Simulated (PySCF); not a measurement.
C2H8FNSi2, SMILES F[Si@H]1[SiH2]CNC1.

Geometry optimised at r2SCAN-D4/def2-SVP. The structure was generated by enumeration; whether it is a known compound was not checked. Other conformers were not sampled.

Two levels are set side by side: TDDFT-PBE/def2-SVPD (PySCF) and TDDFT-CAM-B3LYP/def2-SVPD (PySCF). Vertical, same geometry. The lowest singlet is HOMO→LUMO 100 % with PBE and HOMO→LUMO 95 % with the other functional; states are paired by order. Differences are taken from unrounded values.

| quantity | TDDFT-CAM-B3LYP | TDDFT-PBE | TDDFT-PBE minus TDDFT-CAM-B3LYP |
|---|---|---|---|
| lowest singlet excitation (eV) | 4.70 | 3.75 | -0.95 |
| lowest triplet excitation (TDA) (eV) | 4.40 | 3.50 | -0.90 |
| first bright state (f over 0.05) (eV) | 6.52 | 5.43 | -1.09 |
| its oscillator strength | 0.12 | 0.07 | -0.04 |

Functionals without exact exchange tend to place singlet excitations lower, as here. Differences between two approximate levels are no errors against the true value.

Rough cost on one machine, each run with all the roots and properties that it gave: TDDFT-CAM-B3LYP against TDDFT-PBE about 7 times.
